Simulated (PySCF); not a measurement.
## Dipole moment and polarisability of `CN[SiH2]CC[SiH3]`

Compound: C3H13NSi2.
Geometry (PBE0-D3(BJ)/def2-SVP, Å), atoms numbered from 1 in this order:
```
atom  x, y, z in Å
C1    -3.6471    0.3177   -0.0073
N2    -2.3015   -0.0910    0.3158
Si3   -0.9336    0.1061   -0.7290
C4     0.6484   -0.1429    0.2625
C5     1.9197    0.0452   -0.5754
Si6    3.5145   -0.2439    0.3901
H7    -4.2203    0.5639    0.9026
H8    -3.6213    1.2320   -0.6218
H9    -4.2297   -0.4359   -0.5734
H10   -2.2576   -0.8353    1.0035
H11   -1.0051    1.4915   -1.2952
H12   -0.8791   -0.8327   -1.9072
H13    0.6246   -1.1568    0.7024
H14    0.6305    0.5565    1.1164
H15    1.9585    1.0642   -0.9997
H16    1.9202   -0.6378   -1.4436
H17    3.5980    0.6994    1.5495
H18    4.7167   -0.0397   -0.4777
H19    3.5442   -1.6419    0.9256
```

Level: PBE0/def2-SVPD (PySCF), static field, nuclei fixed, core orbitals frozen in the response. The polarisability tensor in these axes (au):

```
x   131.69  -3.42   2.92
y    -3.42  87.37  -1.08
z     2.92  -1.08  92.64
```

**Question.** Give the principal values, the mean and the anisotropy Δα = √{½[(α1 − α2)² + (α2 − α3)² + (α1 − α3)²]}.

**Answer.** Principal values 86.98, 92.54 and 132.18 au; mean 103.90 au = 15.40 Å³ = 17.13 × 10⁻⁴⁰ C²·m²/J; Δα = 42.69 au (41 % of the mean).

**Question.** What is the dipole moment, and where does it point?

**Answer.** (-1.06, -0.43, 0.42) D, 1.21 D in size, pointing from the negative to the positive side. Measured along this direction, the outermost atoms are H18 at the negative end and H7 at the positive end.

**Question.** Orientational against electronic polarisability at 350 K (dilute gas, rigid molecules)?

**Answer.** In Gaussian units μ²/3kT = 10.16 Å³ against 15.40 Å³, a ratio of 0.66; the Debye molar polarisation (4π/3)N_A(α + μ²/3kT) is 64.5 cm³/mol, leaving out the vibrational part.

**Question.** What are the principal values of the traceless quadrupole moment, Θ = ½Σq(3rr − r²1), about the centre of nuclear charge?

**Answer.** -4.50, -1.18, 5.68 D·Å. The values depend on the origin, since the dipole doesn't vanish. The electronic extent ⟨r²⟩ about the same centre is 1832 bohr², a root-mean-square distance of 2.79 Å for the 66 electrons.

**Question.** Give the principal axes and the span of the nuclei along them.

**Answer.** Largest value along (0.99, -0.08, 0.08), where the nuclei span 8.87 Å; middle along (-0.09, -0.15, 0.99), 2.99 Å; least along (0.07, 0.99, 0.15), 2.45 Å. The response follows the extents in order.

**Question.** In TDDFT the mean static polarisability is Σ f/ω² over all singlet excitations (ω in hartree). How much of it do the 10 lowest give? Their energies (eV) and oscillator strengths: 5.82, 0.0025; 6.12, 0.0071; 6.67, 0.0239; 6.86, 0.0154; 7.08, 0.0043; 7.14, 0.0026; 7.38, 0.0011; 7.40, 0.0216; 7.55, 0.0166; 7.64, 0.0117.

**Answer.** They add up to 1.60 au, 1.5 % of the 103.90 au; the largest single term is 0.40 au, from the state at 6.67 eV. Terms in order: 0.05, 0.14, 0.40, 0.24, 0.06, 0.04, 0.01, 0.29, 0.22, 0.15 au. Higher excitations give the rest. The strengths listed sum to 0.107.

**Question.** What molar refraction does this α imply?

**Answer.** Lorentz–Lorenz: R = (4π/3)N_A α = 2.5225 cm³/(mol·Å³) × 15.40 Å³ = 38.8 cm³/mol, in the limit of long wavelengths.

Geometry: PBE0-D3(BJ)/def2-SVP, one conformer, isolated molecule.
